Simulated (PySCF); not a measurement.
Two-component Hartree-Fock for W(4+) (tungsten, charge +4)

Start: [Xe] 4f14 5d2; 5d3/2 filled at m_j = +1/2, +3/2. Calculated with PySCF 2.14 in x2c-TZVPPall-2c: generalised Hartree-Fock with the X2C-1e Hamiltonian and a Gaussian nucleus; one run each with spin-orbit coupling (SO) switched off, then screened by Boettger's factors.

```csv
spinor shell,electrons,"ε, spin-free (eV)","ε, screened SO (eV)",weight of nominal j (screened SO),"rms radius, screened SO (bohr)"
1s1/2,2,-69945.3,-69923.8,1.000,0.0208
2s1/2,2,-12251.3,-12244.5,1.000,0.0838
2p1/2,2,-10723.6,-11690.0,1.000,0.0713
2p3/2,4,-10723.6,-10331.5,1.000,0.0787
3s1/2,2,-2918.1,-2915.8,1.000,0.214
3p1/2,2,-2457.9,-2669.3,1.000,0.206
3p3/2,4,-2457.9,-2370.5,1.000,0.221
3d3/2,4,-1922.6,-1960.1,1.000,0.195
4s1/2,2,-669.44,-668.58,1.000,0.478
4p1/2,2,-515.75,-565.15,1.000,0.486
4p3/2,4,-515.75,-494.98,1.000,0.519
4d3/2,4,-316.93,-324.62,1.000,0.544
4d5/2,6,-316.93,-310.96,1.000,0.556
5s1/2,2,-136.77,-136.49,1.000,1.14
5p1/2,2,-94.808,-103.71,0.985,1.25
4f5/2,6,-94.118,-95.056,0.996,0.665
4f7/2,8,-94.118,-92.591,0.998,0.665
5p3/2,4,-94.808,-90.752,0.989,1.33
5d3/2,2,-50.569,-50.873,0.942,1.76
```

Problem. Where does 3d5/2 lie, and what is the 3d spin-orbit splitting (screened SO)?

Solution. At -1895.5 eV, 64.651 eV above 3d3/2.

```json
{"quantity": "E (hartree)", "spin-free": "-16127.51811", "screened SO": "-16146.54622"}
{"quantity": "M_J", "spin-free": "2", "screened SO": "2"}
{"quantity": "⟨J²⟩", "spin-free": "8.008", "screened SO": "6.357"}
{"quantity": "⟨L²⟩", "spin-free": "12.006", "screened SO": "11.334"}
{"quantity": "⟨S²⟩", "spin-free": "2.002", "screened SO": "1.864"}
```

The determinant has a definite M_J but mixes levels of different J.

Each row is a mean over spinors that exchange with the open shell spreads, by up to 4.171 eV (5p1/2).

Breit and QED terms are absent; they matter most for the inner s and p1/2 levels.

Densities and radii are taken from the X2C orbitals without a picture-change correction, which distorts them close to the nucleus.

Without spin-orbit coupling the j labels of p, d and f shells carry no meaning; the spin-free column gives the mean over the occupied spinors of each nl shell, and its ⟨J²⟩ belongs to a mixture of degenerate components.
